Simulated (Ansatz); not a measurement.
The cluster Cu2Se. Charge 0, multiplicity 1. Geometry PBE0-D4/def2-TZVP; atoms count from 1.

```xyz
3

Cu    0.872    1.113   -0.274
Cu   -1.130   -0.116    0.886
Se    0.258   -0.998   -0.613
```

The structure comes from a short search, and lower isomers may exist.

Estimate the Mulliken populations from the PBE0/def2-TZVP orbitals of Ansatz.


| atom | charge (e) | d electrons |
| --- | --- | --- |
| Cu1 | 0.27 | 9.86 |
| Cu2 | 0.27 | 9.86 |
| Se3 | -0.55 | – |
Mulliken values depend strongly on the basis.

And the Mayer bond orders between heavy atoms (over 0.3)?

Cu1–Se3 1.07 (2.22 Å); Cu2–Se3 1.07 (2.22 Å).
